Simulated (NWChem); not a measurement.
Correlation energy of trichloroethylene (C₂HCl₃)

SMILES: C(=C(Cl)Cl)Cl
```xyz
6

Cl    -2.1917    -0.6168     0.0000
C     -0.9604     0.5683     0.0000
C      0.3477     0.2788     0.0000
Cl     0.9658    -1.3170     0.0000
Cl     1.5185     1.5404     0.0000
H     -1.2968     1.6060     0.0000
```
Charge 0, spin multiplicity 1.

Program: NWChem. The geometry was optimised at PBE0/def2-SVP, a minimum by its harmonic frequencies.

Basis set: cc-pVDZ. Each correlation energy counts from its own Hartree-Fock reference.

The correlated methods keep 17 core orbitals frozen. No row is a measurement; the coupled-cluster row has its own basis-set and correlation limits.

```json
[
 {"method": "RI-MP2", "correlation energy (mHa)": "-672.5"},
 {"method": "MP2", "correlation energy (mHa)": "-672.5"},
 {"method": "SCS-MP2", "correlation energy (mHa)": "-648.2"},
 {"method": "CR-CCSD[T]", "correlation energy (mHa)": "-729.7"},
 {"method": "CR-CCSD(T)", "correlation energy (mHa)": "-729.1"},
 {"method": "CCSD", "correlation energy (mHa)": "___"},
 {"method": "CCSD+T(CCSD)", "correlation energy (mHa)": "___"},
 {"method": "CCSD(T)", "correlation energy (mHa)": "-736.3"}
]
```

Task: Some entries are withheld; supply them.

Result: 
- CCSD, correlation energy (mHa): -713.1
- CCSD+T(CCSD), correlation energy (mHa): -737.0
